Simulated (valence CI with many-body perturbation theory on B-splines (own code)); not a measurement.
# Which ion has this spectrum?

A relativistic CI+MBPT calculation for an atom or ion with 14 electrons gives these levels (Ry):

```tsv
J	Parity	E	g
0	even	0.000	
1	even	39.893	1.49
2	even	40.645	1.16
2	odd	54.316	1.51
1	odd	56.494	1.05
2	odd	58.034	0.75
1	odd	61.807	0.88
2	odd	68.764	1.28
3	odd	68.894	1.10
1	even	72.820	0.45
2	even	73.439	1.11
2	even	81.142	1.31
0	even	82.815	
3	even	83.150	1.33
```

The energies are calculated, and their last digits are not significant.

Task: Which is it?
A. Pb68+
B. Tl67+
C. Hg66+
D. Bi69+

Result: B. Tl67+, ground level (3s^2 3p1/2^2) J=0.
